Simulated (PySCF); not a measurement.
Isomers of C4H6ClNO, one GFN2-xTB conformer each. Single-point energies are computed at PBE0/pcSseg-1 (PySCF, gas phase, no added dispersion term), electronic only.

Question: Rank them by PBE0/pcSseg-1 energy, lowest first (kJ/mol).
A. `[CH3:1][NH:2][C:3](=[O:4])/[CH:5]=[CH:6]\[Cl:7]` with C1–N2–C3–O4 1°, N2–C3–C5–C6 -5°
B. `[CH2:1]=[N:2]/[C:3](=[CH:4]/[Cl:5])[O:6][CH3:7]` with C1–N2–C3–C4 180°, N2–C3–O6–C7 -179°
C. `[CH2:1]=[C:2]([CH2:3][Cl:4])[C:5]([NH2:6])=[O:7]` with C1–C2–C3–Cl4 100°, C1–C2–C5–N6 -41°, C2–C5–N6–H -178° and -10°

Answer: C (0.0), A (20.5), B (180.4).

As drawn, the lowest has a C=O bond, an N–H bond and a C(=O)–N unit, which the highest lacks; the highest has a C=N bond, which the lowest lacks. GFN2-xTB itself gives, in the same order: 13.7, 0.0, 90.7. GFN2-xTB puts CNC(=O)/C=C\Cl lowest instead; measured from each level's own lowest isomer, the values differ by up to 89.7 kJ/mol (C=N/C(=C/Cl)OC: 90.7 against 180.4).

Q: Which frontier levels, dipoles and rotational constants go with these structures?

A: 
```tsv
SMILES	HOMO (eV, PBE0/pcSseg-1)	LUMO (eV)	dipole (D)	A, B, C (MHz)
C=C(CCl)C(N)=O	-7.66	-1.23	3.74	3179, 1478, 1292
CNC(=O)/C=C\Cl	-7.40	-1.37	2.87	3727, 1397, 1024
C=N/C(=C/Cl)OC	-6.57	-1.21	2.03	3986, 1429, 1059
```
